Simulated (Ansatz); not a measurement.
Reaction (homolysis of the Br–Si bond): `O[Si](F)(F)Br` → Br• + `O[Si](F)F`•

Program: Ansatz. Geometries: PBE0-D4/def2-TZVP. ΔE: electronic, gas phase. CBS: MP2 limit from def2 TZ/QZ plus the TZ coupled-cluster correction, frozen cores. DFT in def2-TZVPP. No spin–orbit coupling; open shells (•) take unrestricted orbitals. Spin–orbit coupling would lower the free atoms: clearly for Br. Bonds to Br are less sure, by a few kJ/mol each and by 10 to 20 or more in all where they break to atoms, as the def2 sets lack core-valence functions. Scalar relativity is left out up to krypton. One conformer a species, not always the lowest.

```csv
level,ΔE (eV)
BLYP-D4,4.21
PBE0-D4,4.43
PBE-QIDH,4.52
PBE0,4.36
r2SCANh,4.40
CAM-B3LYP,4.27
MP2/def2-SVP,4.37
MP2/CBS(def2),4.79
```

What does CCSD(T)/CBS give? (Estimate.)

Ansatz gave: +4.63 eV. The listed levels differ from it by -0.42, -0.20, -0.11, -0.27, -0.23, -0.36, -0.26, 0.16 eV.

Largest T1 diagnostic among the species: 0.014.

From PBE to PBE0 (25 % exact exchange), in def2-TZVPP and without D4, ΔE moves by +0.05 eV. The D4 term adds +0.13 eV with B3LYP and +0.07 eV with PBE0; it sums over pairs of atoms, weighted by their polarisabilities, and B3LYP, whose exchange is more repulsive, gets the larger term. In def2-TZVPP, CCSD(T) changes the Hartree–Fock value by +1.06 eV (the triples alone add +0.09 eV) and MP2 by +1.22 eV; breaking electron pairs costs correlation energy, which Hartree–Fock lacks.

CCSD(T)/CBS has its own doubt, a few kJ/mol and more with outer-core shells, so smaller differences from it don't rank the levels.

B3LYP here is the variant with VWN-RPA as its local correlation; programs differ in this.
